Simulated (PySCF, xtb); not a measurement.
Ga(F)2(OSiH3) (F2GaH3OSi), SMILES [F][Ga]([F])[O][SiH3]. The values are those of a single conformer.

Harmonic wavenumbers (cm⁻¹) from GFN2-xTB run with xtb at its own minimum, in rising order: 46, 64, 88, 124, 163, 180, 395, 475, 495, 586, 603, 712, 761, 785, 829, 2218, 2230, 2256.

What does PBE-D3(BJ)/def2-SVP (PySCF) give at its own minimum? (Estimate from the structure and the level; the computed values follow.)

33, 61, 65, 174, 188, 194, 511, 680, 693, 704, 731, 911, 915, 946, 970, 2161, 2166, 2193. Paired by order, the mean absolute difference is 96 cm⁻¹ and the zero-point energies are 18.6 and 20.4 kcal/mol.
